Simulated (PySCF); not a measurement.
ZnF, SMILES [F][Zn+], charge +1. The structure is a stationary point at B3LYP-D3(BJ)/def2-TZVPD. The multiplicity is an assumed one; other spin states were not compared.

Question: Give the equilibrium geometry at B3LYP-D3(BJ)/def2-TZVPD (PySCF confirms it by a frequency run) as Cartesian coordinates in Å, and its point group. (Estimate from the structure and the level; the computed values follow.)

Answer: point group C∞v.
```xyz
2

Zn     0.0000     0.0000    -0.3978
F      0.0000     0.0000     1.3259
```
Charge +1, spin multiplicity 1.
